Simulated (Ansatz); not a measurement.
HBr, charge +1, doublet, at a GFN2-xTB geometry of the parent state (a state made from the parent by changing its charge; the spin is typed, not shown lowest); B3LYP/def2-TZVP (Ansatz, a first-principles code).

The Ansatz input:
Ansatz 0.2 input:
```yaml
crystal:
  periodic: [false, false, false]
  atoms:
    - {symbol: Br, position_ang: [-0.00000000, -0.00000000, -0.03893503]}
    - {symbol: H, position_ang: [0.00000000, 0.00000000, 1.36272591]}
basis:
  gaussian:
    orbitals: def2-TZVP
hamiltonian:
  xc: b3lyp
total_charge: 1
magnetization: {spin_polarized: false, initial_magnetization: 1}
```

What the program printed (banner, timings and long lists left out):

```
Functional definition: B3LYP
374 factors; integrals over basis functions are off by at most 1.3e-3 eV
mean field evaluation 1: about -70051.1812 eV, gradient 1.5e1 eV
mean field evaluation 2: about -70051.1954 eV, gradient 1.5e1 eV
mean field evaluation 4: about -70051.7191 eV, gradient 1.3e0 eV
mean field evaluation 8: about -70051.7213 eV, gradient 6.0e-3 eV
mean field -70051.72128008 eV, -2574.3532742809 hartree, gradient 2.5e-5 eV, S^2 0.750000; 0 other end points of the search recorded, 0 dependent functions left out
reference -70051.72143310 eV, -2574.3532799041 hartree; 18, 17 occupied and 36, 37 virtual orbitals, 374 factors
Total energy: -70051.72143310 eV, -2574.3532799041 hartree
```
